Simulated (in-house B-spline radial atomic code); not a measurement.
The numbers below are computed, except where a source is named.
Building a PAW p channel for Al, r_c = 2.95 bohr

Al, [Ne] 3s2 3p1, non-relativistic PBE, spherical and spin-unpolarised, from a B-spline radial code for spherical atoms (atomic units; all potentials screened as in the neutral atom).

Two all-electron partial waves φ1, φ2 are integrated outwards at E1 = ε(3p) = -0.099955 and E2 = E1 + 1.5 hartree; φ1 is the bound orbital and φ2 has unit norm inside r_c = 2.9499 bohr. Smooth partners are polynomials, r^2(a0 + a1 r² + a2 r⁴ + a3 r⁶), matched to φ and three derivatives at r_c, with no condition on the norm. The local potential is -1.64709 + (0.353003) r² + (-0.0346849) r⁴ + (0.00131196) r⁶ inside 2.5099 bohr and the all-electron one outside.

| wave | φ(r_c) | φ'(r_c) | a0 | a1 | a2 | a3 |
| --- | --- | --- | --- | --- | --- | --- |
| 1 | 0.5495496 | -0.0533904 | 0.2301275 | -0.03441185 | 0.002247335 | -5.721597e-05 |
| 2 | 0.9351309 | 0.3492718 | -0.684276 | 0.2441982 | -0.02412046 | 0.000748522 |

Inside r_c the overlaps are <φi φj> = [[0.43469, -0.08062], [-0.08062, 1.00000]] and, for the smooth waves, [[0.42858, 0.04763], [0.04763, 0.59769]]. With χj = (Ej − T − V_local) applied to smooth wave j, the program's quadrature gives the matrix B_ij = <smooth i, χj> as [[0.02834, 0.13515], [-0.05722, 0.17056]].

(1) Check the match of the first wave, and find the augmentation charges q_ij.

(2) B isn't symmetric. Show that D_ij = B_ij + Ej q_ij is.

Solving (T + V_local + Σ p D p) ψ = E (1 + Σ p q p) ψ in a sphere of 9 bohr, whose wall lifts the free-atom level a little, gives these levels:

```
all-electron  one projector  two projectors
   -0.097863      -0.097863       -0.097863
    0.132076       0.131686        0.132020
    0.473310       0.469290        0.473012
    0.957437       0.938832        0.957138
    1.578330       1.524720        1.578200
```

(3) What does the second projector gain?

## Answers

(1) At r_c the four terms are 2.00255, -2.60578, 1.48085, -0.32808, which sum to 0.5495, φ1(r_c) to rounding. q_ij is the all-electron overlap less the smooth one: [[0.00611, -0.12825], [-0.12825, 0.40231]]. The smooth first wave has a norm of 0.4286 inside r_c against 0.4347, and q11 > 0 puts back the missing charge.

(2) Integrating by parts gives B12 − B21 = (E1 − E2) q12: 0.13515 − (-0.05722) = 0.19237, and −1.5 × (-0.12825) = 0.19237. So D12 = 0.13515 + (1.400045)(-0.12825) = -0.04440 and D21 = -0.05722 + (-0.099955)(-0.12825) = -0.04440; D11 = 0.02773, D22 = 0.73380. The projectors, p = (B⁻¹)ᵀ χ, are dual to the smooth waves; det B = 0.013.

(3) With one projector the errors are 0.00, -0.39, -4.02, -18.60, -53.61 millihartree. With two the errors are 0.00, -0.06, -0.30, -0.30, -0.13 millihartree. The scattering is exact at E1 and at E2 = 1.400, and over all levels compared the largest error is 0.3 millihartree. The lowest eigenvalue of the overlap operator is 1 with one and 0.8815 with two projectors. The smooth orbital alone needs a cutoff of 2 hartree for 1 millihartree of kinetic energy, against 2.08 for a norm-conserving Troullier-Martins orbital of the same radius.
